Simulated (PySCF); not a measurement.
**Dipole response of Ta (tantalum, neutral)**

[Xe] 4f14 5d3 6s2, high-spin 4F determinant. All numbers are calculated (PySCF 2.14, scalar relativity through the core potential, in aug-cc-pwCVDZ-PP with ECP60MDF (6s6p5d3f, 70 functions)). Coupled (time-dependent) response in atomic units; α is the mean over directions. A double-zeta set is small for polarisabilities.

```json
{"method": "wB97X-V", "mean α (bohr³)": "87.11", "C₆ (like pair)": "1135", "S(−4)": "2851"}
{"method": "CAM-B3LYP", "mean α (bohr³)": "82.84", "C₆ (like pair)": "1055", "S(−4)": "2615"}
```

S(−4) is the Cauchy moment in α(ω) = α(0) + S(−4) ω² + …

Reference α: 74 ± 20 bohr³ (recommended; Schwerdtfeger and Nagle, table of static dipole polarizabilities (2023 update)). Published C₆: 887.0 (Gould and Bucko (2016)).

Spin-orbit coupling is absent.

α(iu) at wB97X-V:

```
u (hartree)  α(iu) (bohr³)
          0          87.11
     0.0500          80.61
      0.100          66.52
      0.200          41.46
      0.300          27.47
      0.500          15.07
      0.750          9.014
       1.00          6.171
       1.50          3.535
       2.00          2.319
       3.00          1.218
       5.00         0.4979
```

A single London oscillator, α(iu) = α/(1 + u²/ω²), gives C₆ = (3/4) ω α². Matching the computed C₆ needs ω = 4 × 1135 / (3 × 87.11²) = 0.199 hartree.

Energies and moments cover only the electrons outside the core potential. Spin-orbit coupling, absent here, splits the open shell strongly.
